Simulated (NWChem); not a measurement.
CH₆OSn; SMILES [CH3][SnH2][OH]

```xyz
9

Sn     0.2946    -0.0341     0.0028
C     -0.8812     1.7632     0.0121
O     -0.9131    -1.6224     0.0620
H      1.2181    -0.2207     1.4306
H      1.2683    -0.1395    -1.4139
H     -1.4907     1.8283    -0.9002
H     -0.2210     2.6415     0.0608
H     -1.5445     1.7650     0.8883
H     -1.3700    -1.7671    -0.7735
```
Atoms are numbered in this order, from 1.

Results from NWChem. All runs use the structure optimised with PBE0/def2-SVP. def2 effective core potentials on Sn; no spin-orbit coupling.

For level RPBE/def2-SVP:

```
Item                         Value
---------------------------  -----
highest occupied level (eV)  -5.98
orbital gap (eV)              5.36
dipole (D)                    2.03
```

### Question
How do the values read with level B3LYP/def2-SVP instead?

### Answer
| Property | Result |
|---|---|
| highest occupied level (eV) | -7.35 |
| orbital gap (eV) | 7.27 |
| dipole (D) | 2.17 |
